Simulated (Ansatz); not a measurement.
CrN2O8, 11 atoms. Total charge 0; spin multiplicity 1. Correlated methods include outer-core shells of Cr, which these sets cover unevenly. Scalar relativity is left out up to krypton. The bonds changed during the relaxation, so this is another structure than the one it started from. Hardware: A = 4 threads of an AMD EPYC 7R13 on a shared host and a share of an NVIDIA H100 80 GB; B = 4 threads of an AMD EPYC 7R13 on a shared host. Correlated methods freeze the cores.

**Question.** Give the basis size and wall time and peak host memory of each of these runs in Ansatz. RHF-CCSD(T)/def2-SVP energy [A]; RKS PBE0-D4/def2-TZVP frequencies [A]; RHF-MP2/def2-QZVPP energy [A]; RKS r2SCAN0-D4/def2-TZVPP energy [A]; RKS ωB97M-V/def2-QZVPP energy [A]; RKS LC-ωPBE/def2-TZVPP energy [A]; RKS ωB97M-V/def2-SVP energy [B]; RHF-CCSD(T)/def2-TZVPP energy [A]; RKS CAM-B3LYP-D4/def2-TZVPP energy [A]; RKS PBE0-D4/def2-QZVPP energy [A]; direct RPA on PBE orbitals/def2-TZVPP energy [A]; RKS PBE0-D4/def2-TZVP relaxation (79 steps) [A]. (Estimate.)

**Answer.** Ansatz gave: Other jobs shared the machine, so times are rough.

| level | job | functions | wall time | peak host memory (GiB) |
| --- | --- | --- | --- | --- |
| RKS LC-ωPBE/def2-TZVPP | energy [A] | 374 | 3.7 s | 0.91 |
| RKS CAM-B3LYP-D4/def2-TZVPP | energy [A] | 374 | 3.8 s | 0.92 |
| RKS r2SCAN0-D4/def2-TZVPP | energy [A] | 374 | 3.8 s | 0.94 |
| RKS ωB97M-V/def2-QZVPP | energy [A] | 663 | 9 s | 1.4 |
| RKS PBE0-D4/def2-QZVPP | energy [A] | 663 | 10 s | 1.3 |
| direct RPA on PBE orbitals/def2-TZVPP | energy [A] | 374 | 10 s | 1.9 |
| RKS ωB97M-V/def2-SVP | energy [B] | 171 | 11 s | 0.87 |
| RHF-MP2/def2-QZVPP | energy [A] | 663 | 20 s | 1.3 |
| RHF-CCSD(T)/def2-SVP | energy [A] | 171 | 21 s | 0.97 |
| RHF-CCSD(T)/def2-TZVPP | energy [A] | 374 | 66 s | 3.3 |
| RKS PBE0-D4/def2-TZVP | frequencies [A] | 355 | 120 s | 1 |
| RKS PBE0-D4/def2-TZVP | relaxation (79 steps) [A] | 355 | 2.7 min | 1 |

LC-ωPBE has ω = 0.4 bohr⁻¹.
